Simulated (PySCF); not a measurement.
C$_{4}$H$_{12}$Ge, charge +1, doublet, geometry from GFN2-xTB (a state made from the parent by changing its charge; the spin is typed, not shown lowest); HF/STO-3G in PySCF.

PySCF was given this input:
```python
from pyscf import gto, scf

mol = gto.Mole()
mol.atom = '''
    Ge    1.22058749    0.60351433   -0.04933479
    C    -0.20095590   -0.46359725    1.07359410
    C    -1.43133863   -0.74074658    0.28294320
    C    -1.30515590   -1.84940825   -0.74180870
    C    -2.14952767    0.49003547   -0.24466607
    H     2.48371454    0.53620297    0.74630935
    H     1.24049979   -0.18243686   -1.33223053
    H     0.66073857    1.98451313   -0.19804008
    H    -0.35844003    0.21186621    1.91534037
    H     0.32760223   -1.36266221    1.38913141
    H    -2.10708560   -1.15004263    1.07172797
    H    -0.71136069   -1.50228449   -1.59218181
    H    -2.27938809   -2.13461527   -1.13288016
    H    -0.82106716   -2.73063392   -0.32746098
    H    -1.60033958    0.88542123   -1.10492698
    H    -2.21987732    1.26898346    0.51165528
    H    -3.15192765    0.24552956   -0.58810560
'''
mol.basis = 'sto-3g'
mol.charge = 1
mol.spin = 1
mol.verbose = 4
mol.build()

mf = scf.UHF(mol)
mf.kernel()
```

Output, abridged:

```
PySCF version 2.14.0

[INPUT] verbose = 4
[INPUT] num. atoms = 17
[INPUT] num. electrons = 67
[INPUT] charge = 1
[INPUT] spin (= nelec alpha-beta = 2S) = 1
[INPUT] symmetry False subgroup None
[INPUT] Mole.unit = angstrom
[INPUT] Symbol           X                Y                Z      unit          X                Y                Z       unit  Magmom
[INPUT]  1 Ge     1.220587490000   0.603514330000  -0.049334790000 AA    2.306576067170   1.140476795950  -0.093229241513 Bohr   0.0
[INPUT]  2 C     -0.200955900000  -0.463597250000   1.073594100000 AA   -0.379751614115  -0.876071834602   2.028798817949 Bohr   0.0
[INPUT]  3 C     -1.431338630000  -0.740746580000   0.282943200000 AA   -2.704838002210  -1.399808163908   0.534685156808 Bohr   0.0
[INPUT]  4 C     -1.305155900000  -1.849408250000  -0.741808700000 AA   -2.466387200860  -3.494875085011  -1.401815279820 Bohr   0.0
[INPUT]  5 C     -2.149527670000   0.490035470000  -0.244666070000 AA   -4.062018593474   0.926032829623  -0.462351864274 Bohr   0.0
[INPUT]  6 H      2.483714540000   0.536202970000   0.746309350000 AA    4.693540252200   1.013276760478   1.410320275702 Bohr   0.0
[INPUT]  7 H      1.240499790000  -0.182436860000  -1.332230530000 AA    2.344204860680  -0.344755700426  -2.517550836484 Bohr   0.0
[INPUT]  8 H      0.660738570000   1.984513130000  -0.198040080000 AA    1.248614937237   3.750186306303  -0.374241512887 Bohr   0.0
[INPUT]  9 H     -0.358440030000   0.211866210000   1.915340370000 AA   -0.677353488781   0.400369111950   3.619468734623 Bohr   0.0
[INPUT] 10 H      0.327602230000  -1.362662210000   1.389131410000 AA    0.619078492497  -2.575058377195   2.625077915931 Bohr   0.0
[INPUT] 11 H     -2.107085600000  -1.150042630000   1.071727970000 AA   -3.981814705015  -2.173265602275   2.025272343336 Bohr   0.0
[INPUT] 12 H     -0.711360690000  -1.502284490000  -1.592181810000 AA   -1.344276879882  -2.838906247282  -3.008787561414 Bohr   0.0
[INPUT] 13 H     -2.279388090000  -2.134615270000  -1.132880160000 AA   -4.307419221695  -4.033838241615  -2.140833234353 Bohr   0.0
[INPUT] 14 H     -0.821067160000  -2.730633920000  -0.327460980000 AA   -1.551592062274  -5.160150255248  -0.618811568682 Bohr   0.0
[INPUT] 15 H     -1.600339580000   0.885421230000  -1.104926980000 AA   -3.024203512501   1.673203629576  -2.088009379843 Bohr   0.0
[INPUT] 16 H     -2.219877320000   1.268983460000   0.511655280000 AA   -4.194960164933   2.398031196003   0.966888349388 Bohr   0.0
[INPUT] 17 H     -3.151927650000   0.245529560000  -0.588105600000 AA   -5.956280022944   0.463983623885  -1.111358516323 Bohr   0.0

nuclear repulsion = 361.604337434018
number of shells = 32
number of NR pGTOs = 150
number of NR cGTOs = 50
basis = sto-3g
ecp = {}

******** <class 'pyscf.scf.uhf.UHF'> ********
method = UHF
initial guess = minao
damping factor = 0
level_shift factor = 0
DIIS = <class 'pyscf.scf.diis.CDIIS'>
diis_start_cycle = 1
diis_space = 8
diis_damp = 0
SCF conv_tol = 1e-09
SCF conv_tol_grad = None
SCF max_cycles = 50
direct_scf = True
direct_scf_tol = 1e-13
number electrons alpha = 34  beta = 33
Set gradient conv threshold to 3.16228e-05
init E= -2206.19629515299

cycle= 1 E= -2207.98682681305  delta_E= -1.79  |g|= 0.336  |ddm|= 3.19
cycle= 2 E= -2208.09576367593  delta_E= -0.109  |g|= 0.097  |ddm|= 0.668
cycle= 3 E= -2208.10795795959  delta_E= -0.0122  |g|= 0.0428  |ddm|= 0.171
cycle= 4 E= -2208.11413396839  delta_E= -0.00618  |g|= 0.0294  |ddm|= 0.13
cycle= 5 E= -2208.11758963842  delta_E= -0.00346  |g|= 0.0145  |ddm|= 0.121
cycle= 6 E= -2208.11856733169  delta_E= -0.000978  |g|= 0.00566  |ddm|= 0.0776
cycle= 7 E= -2208.11866552427  delta_E= -9.82e-05  |g|= 0.00246  |ddm|= 0.0249
cycle= 8 E= -2208.11868169414  delta_E= -1.62e-05  |g|= 0.000929  |ddm|= 0.00948
cycle= 9 E= -2208.11868453309  delta_E= -2.84e-06  |g|= 0.000388  |ddm|= 0.00498
cycle= 10 E= -2208.11868503916  delta_E= -5.06e-07  |g|= 0.000189  |ddm|= 0.00153
cycle= 11 E= -2208.11868520267  delta_E= -1.64e-07  |g|= 0.000102  |ddm|= 0.000896
cycle= 12 E= -2208.11868525535  delta_E= -5.27e-08  |g|= 3.08e-05  |ddm|= 0.000652
cycle= 13 E= -2208.11868525823  delta_E= -2.88e-09  |g|= 1.27e-05  |ddm|= 0.000133
cycle= 14 E= -2208.11868525866  delta_E= -4.3e-10  |g|= 4.79e-06  |ddm|= 5.46e-05
Extra cycle  E= -2208.1186852587  delta_E= -3.82e-11  |g|= 3.11e-06  |ddm|= 8.91e-06
converged SCF energy = -2208.1186852587  <S^2> = 0.75643553  2S+1 = 2.0064252
```
